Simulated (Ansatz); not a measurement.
`N[SiH]([SiH3])[SeH]` + `BO` → `BO[SiH](N)[SiH3]` + H₂Se  (ligand exchange at the Si–Se bond)

Isolated molecules relaxed with PBE0-D4/def2-TZVP in Ansatz; ΔE leaves out vibrations. CCSD(T)/CBS is the MP2 limit (def2-TZVPP, def2-QZVPP) plus CCSD(T) − MP2 in def2-TZVPP, frozen cores. This one scheme is used for every species. DFT in def2-TZVPP. For Se outer-core shells are correlated without core-valence functions, which leaves a few kJ/mol of doubt a bond. Scalar relativity is left out up to krypton. Each species was taken in one conformer, which may not be the lowest.

CCSD(T)/CBS gives -30.4 kJ/mol.

(1) Another level gave -22.0 kJ/mol. Which?
A. HF/def2-TZVPP
B. PBE0/def2-TZVPP
C. MP2/def2-TZVPP
D. ωB97X-V/def2-TZVPP

Largest T1 diagnostic among the species: 0.014.

Results:

(1) B. PBE0 -22.0, ωB97X-V -34.1, HF/def2-TZVPP -45.2, MP2/def2-TZVPP -29.6 kJ/mol.

In def2-TZVPP, CCSD(T) changes the Hartree–Fock value by +10.4 kJ/mol (the triples alone add +2.0 kJ/mol) and MP2 by +15.6 kJ/mol.
